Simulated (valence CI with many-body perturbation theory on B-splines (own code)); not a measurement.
E1 transitions of Se XIX

Computed by valence CI with perturbative core correlation (CI+MBPT): six valence electrons over a frozen Dirac-Fock core [Ne], a basis of 9 s, 9 p, 8 d, 6 f, 3 g, 1 h functions for each j, with the one-electron correlation potential Σ1, the two-electron term Σ2, the three-electron term Σ3, Breit, model QED; selected CI, second order for the rest, scaled by the run's own slope (own B-spline code, finite nucleus).

No measured levels were compared; by estimate levels of excited configurations hold to 0.05 to 0.15 % of their energy, terms of the ground configuration to about 0.5 %. Among the levels kept, up to 1500 cm⁻¹ of a level comes from second order outside the variational space, and about a tenth of that is noise between levels of different J, which matters for small intervals.

Lines 51 to 85 of 85 in falling wavelength, among levels below 110.76 eV, chosen from the strongest by gf and those to the six lowest levels. Wavelengths and rates use the calculated energies, so an error of 300 cm⁻¹ moves a line at 14.03 nm by 0.042 % and its rate by three times that or more. Electric multipoles are in the length gauge, E1 and E2 with the static RPA response of the core. Weak lines are less certain than strong ones. Lines between different terms over intervals too small for the method are left out, as are lines whose strength nearly cancels. The highest levels of a list are the least certain.

Names give the largest LS component (configuration and term), which can be under half, so a name can repeat, a term be missing and a line seem to break the LS rules; names also repeat where a configuration has a term twice. Letters in brackets count levels of one name in rising energy.

```tsv
λ vac (nm)	Upper	Lower	A (s⁻¹)	log gf	Branch %
14.03	3s2 3p3 3d 3D°_2 [b]	3s2 3p4 1D_2	4.67e+07	-3.16	2.5
13.99	3s2 3p3 3d 1D°_2	3s2 3p4 3P_1	6.32e+08	-2.03	13.4
13.92	3s2 3p3 3d 3F°_3 [b]	3s2 3p4 1D_2	1.84e+09	-1.43	35.9
13.85	3s2 3p3 3d 3F°_2 [b]	3s2 3p4 1D_2	9.25e+08	-1.88	5.2
13.73	3s2 3p3 3d 3G°_3	3s2 3p4 3P_2	1.84e+09	-1.44	89.6
13.71	3s2 3p3 3d 3D°_1 [b]	3s2 3p4 3P_0	5.75e+09	-1.31	62.7
13.64	3s2 3p3 3d 3P°_0	3s2 3p4 3P_1	1.51e+09	-2.38	100.0
13.61	3s2 3p3 3d 3P°_1 [a]	3s2 3p4 3P_1	1.60e+09	-1.87	7.8
13.56	3s2 3p3 3d 3D°_3 [b]	3s2 3p4 1D_2	1.02e+09	-1.70	16.9
13.45	3s2 3p3 3d 3P°_2 [a]	3s2 3p4 1D_2	7.04e+09	-1.02	9.5
13.39	3s2 3p3 3d 3D°_2 [b]	3s2 3p4 3P_1	1.12e+09	-1.82	60.4
13.30	3s2 3p3 3d 3P°_1 [a]	3s2 3p4 3P_0	9.14e+06	-4.14	0.0
13.22	3s2 3p3 3d 3F°_2 [b]	3s2 3p4 3P_1	8.55e+09	-0.95	47.8
13.04	3s2 3p3 3d 3P°_1 [b]	3s2 3p4 1D_2	5.78e+09	-1.35	3.0
12.99	3s2 3p3 3d 3D°_1 [b]	3s2 3p4 3P_2	8.88e+08	-2.17	9.7
12.95	3s2 3p3 3d 3P°_2 [b]	3s2 3p4 1D_2	3.57e+09	-1.35	2.9
12.94	3s2 3p3 3d 1D°_2	3s2 3p4 3P_2	3.16e+09	-1.40	66.8
12.85	3s2 3p3 3d 3P°_2 [a]	3s2 3p4 3P_1	6.37e+09	-1.10	8.6
12.84	3s2 3p3 3d 3S°_1	3s2 3p4 1D_2	8.64e+10	-0.19	53.8
12.73	3s2 3p3 3d 3D°_3 [c]	3s2 3p4 1D_2	3.61e+07	-3.21	0.0
12.62	3s2 3p3 3d 3P°_1 [a]	3s2 3p4 3P_2	1.54e+10	-0.96	75.0
12.48	3s2 3p3 3d 3P°_1 [b]	3s2 3p4 3P_1	4.81e+09	-1.47	2.5
12.43	3s2 3p3 3d 3D°_2 [b]	3s2 3p4 3P_2	6.87e+08	-2.10	37.1
12.40	3s2 3p3 3d 3P°_2 [b]	3s2 3p4 3P_1	6.99e+09	-1.09	5.7
12.34	3s2 3p3 3d 3F°_3 [b]	3s2 3p4 3P_2	3.29e+09	-1.28	64.1
12.30	3s2 3p3 3d 3S°_1	3s2 3p4 3P_1	3.56e+10	-0.62	22.1
12.28	3s2 3p3 3d 3F°_2 [b]	3s2 3p4 3P_2	8.43e+09	-1.02	47.1
12.21	3s2 3p3 3d 3P°_1 [b]	3s2 3p4 3P_0	1.24e+10	-1.08	6.4
12.05	3s2 3p3 3d 3D°_3 [b]	3s2 3p4 3P_2	5.03e+09	-1.11	83.1
12.04	3s2 3p3 3d 3S°_1	3s2 3p4 3P_0	3.10e+10	-0.69	19.3
11.96	3s2 3p3 3d 3P°_2 [a]	3s2 3p4 3P_2	6.09e+10	-0.19	81.9
11.64	3s2 3p3 3d 3P°_1 [b]	3s2 3p4 3P_2	1.69e+11	0.01	87.8
11.57	3s2 3p3 3d 3P°_2 [b]	3s2 3p4 3P_2	1.12e+11	0.05	91.4
11.48	3s2 3p3 3d 3S°_1	3s2 3p4 3P_2	6.61e+09	-1.41	4.1
11.39	3s2 3p3 3d 3D°_3 [c]	3s2 3p4 3P_2	1.53e+11	0.32	100.0
```

(1) How does gf follow from A for the line at 12.34 nm?

## Answers

(1) gf = 1.4992 × (2J+1)_upper × A / σ², with σ = 810675 cm⁻¹ and 2J+1 = 7: gf = 0.0526.
